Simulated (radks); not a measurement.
Problem. These are the eigenvalues of the occupied orbitals of an atom or ion with whole-number occupations (eV). Method: Dirac Kohn-Sham, exchange-only PBE, spin-unpolarised, spherical densities, finite nucleus; Fermi nuclear charge, rms radius of each element as measured or else 0.836 A^(1/3) + 0.57 fm; computed with a radial shooting solver on a logarithmic mesh with Libxc functionals.

| orbital | eigenvalue |
|---|---|
| 1s1/2 | -88063.76 |
| 2s1/2 | -15857.86 |
| 2p1/2 | -15241.57 |
| 2p3/2 | -13052.15 |
| 3s1/2 | -3914.835 |
| 3p1/2 | -3635.177 |
| 3p3/2 | -3146.576 |
| 3d3/2 | -2684.431 |
| 3d5/2 | -2580.407 |
| 4s1/2 | -995.7714 |
| 4p1/2 | -874.4073 |
| 4p3/2 | -754.6309 |
| 4d3/2 | -556.2910 |
| 4d5/2 | -533.9013 |
| 5s1/2 | -280.8260 |
| 4f5/2 | -276.9226 |
| 4f7/2 | -271.8443 |
| 5p1/2 | -238.1688 |
| 5p3/2 | -213.8042 |
| 5d3/2 | -151.1105 |
| 5d5/2 | -147.5409 |

Which element is it, and in what charge state? The configuration may be excited. Open shells, if any, fill j = l - 1/2 first.

Solution. Z = 82, lead, charge +9: Pb9+ in [Xe] 4f14 5d5. The list shows which subshells hold electrons but not how many an open one holds; the 1s level, -3236.3 hartree, gives Z - s = 80.5 by -(Z - s)^2/2, which with screening and relativity narrows Z to a few neighbours, and the depths of the outer levels then fix element, charge and occupations together.
